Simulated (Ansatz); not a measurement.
The same atomization along the group C, Si, Ge.

Isolated molecules relaxed with PBE0-D4/def2-TZVP in Ansatz; ΔE leaves out vibrations. CCSD(T)/CBS is the MP2 limit (def2-TZVPP, def2-QZVPP) plus CCSD(T) − MP2 in def2-TZVPP, frozen cores. This one scheme is used for every species, atoms too. Open shells (•) are unrestricted, without spin–orbit coupling. Spin–orbit coupling would lower the free atoms: a little for Al, C, F, Si; clearly for Ge. Bonds to Ge are less sure, by a few kJ/mol each and by 10 to 20 or more in all where they break to atoms, as the def2 sets lack core-valence functions. Scalar relativity is left out up to krypton.

```csv
reaction,CCSD(T)/def2-SVP (kJ/mol),CCSD(T)/CBS(def2) (kJ/mol)
`F[CH2][AlH2]` → Al• + F• + 4 H• + C•,2046,2165
`F[SiH2][AlH2]` → Al• + F• + 4 H• + Si•,1857,2015
`[F][GeH2][AlH2]` → Al• + F• + 4 H• + Ge•,1725,1859
```

Largest T1 diagnostic: 0.018, for Al•.

For atomizations the MP2-based limit and the directly extrapolated one differ by several kJ/mol either way, and by 10 to 25 for some Ge, Se and Sn compounds, so smaller differences from it don't rank the levels.
